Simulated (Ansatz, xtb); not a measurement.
AlB2H3N: which of two structures lies lower

Structure X is a doublet given by its coordinates and structure Y is `B=[N][Al][BH2]`, a doublet. Both are isolated molecules in the gas phase, relaxed with BLYP-D3(BJ)/def2-SVP; the shapes shown needn't be the lowest conformers.

X (Å):

```xyz
7

Al   -0.8017   -0.2176   -2.3541
B    -1.2156   -1.0484    0.2924
B    -0.5844   -2.4856   -1.9439
N    -0.8876   -1.8093   -0.8583
H    -2.3837   -0.8633    0.5720
H    -0.3235   -0.5914    0.9797
H    -0.3353   -3.4961   -2.5328
```

Close contacts (Å): Al1–B3 2.31, Al1–N4 2.19, B2–N4 1.42, B3–N4 1.31, B2–H5 1.22, B2–H6 1.22, B3–H7 1.20.

Y (Å):

```xyz
7

Al   -1.2402   -1.6499   -0.6212
B    -1.8619   -0.7170    1.0612
B     0.3145   -2.3714   -3.1490
N    -0.3240   -2.0577   -2.0950
H    -1.4655   -1.1472    2.1236
H    -2.7969    0.0499    0.9703
H     0.9073   -2.6664   -4.1313
```

Quicker runs give these differences E(Y) − E(X): GFN2-xTB −37.6 kJ/mol; HF/STO-3G +65.8 kJ/mol (at GFN2-xTB geometries); r2SCAN-D4/def2-SVP +43.9 kJ/mol (at GFN2-xTB geometries).

Q: Which of the two would you expect CCSD(T)/def2-SVP + ΔMP2/def2-TZVPP electronic energies to favour?

A: Structure X; the calculation gives E(Y) − E(X) = +57.7 kJ/mol.

How the difference moves with the method:

```
                             level              geometry  E(Y) − E(X) (kJ/mol)  departure from the last row (kJ/mol)  job, with rough time for the two
                          GFN2-xTB              GFN2-xTB                   −37.6                                 −95.3              optimisation, 0.18 s
                         HF/STO-3G              GFN2-xTB                   +65.8                                  +8.1              single point, 0.48 s
                r2SCAN-D4/def2-SVP              GFN2-xTB                   +43.9                                 −13.8               single point, 8.1 s
              BLYP-D3(BJ)/def2-SVP  BLYP-D3(BJ)/def2-SVP                   +62.0                                  +4.3                optimisation, 89 s
                       HF/def2-SVP  BLYP-D3(BJ)/def2-SVP                   +38.6                                 −19.1           part of the CCSD(T) run
                      MP2/def2-SVP  BLYP-D3(BJ)/def2-SVP                   +53.4                                  −4.3           part of the CCSD(T) run
                  CCSD(T)/def2-SVP  BLYP-D3(BJ)/def2-SVP                   +64.5                                  +6.7                      single point
CCSD(T)/def2-SVP + ΔMP2/def2-TZVPP  BLYP-D3(BJ)/def2-SVP                   +57.7                                                      single point, 33 s
```

GFN2-xTB puts the two in the other order. The largest departure from CCSD(T)/def2-SVP + ΔMP2/def2-TZVPP is that of GFN2-xTB, 95.3 kJ/mol. The last row adds to CCSD(T) the change of the MP2 difference between the two basis sets, here −6.7 kJ/mol.

With harmonic frequencies from BLYP-D3(BJ)/def2-SVP (ideal gas, rigid rotor, one conformer each, 298.15 K, 1 atm): the zero-point term adds −4.4 kJ/mol; ΔH is +54.9 and ΔG +51.9 kJ/mol.

Open shells are spin-unrestricted, with notable spin contamination under HF/STO-3G. The correlated steps freeze 8 core orbitals. Run with Ansatz 0.2.0, xtb 6.7.1; the last row on 1 thread of Arm Neoverse V1 on a shared host.
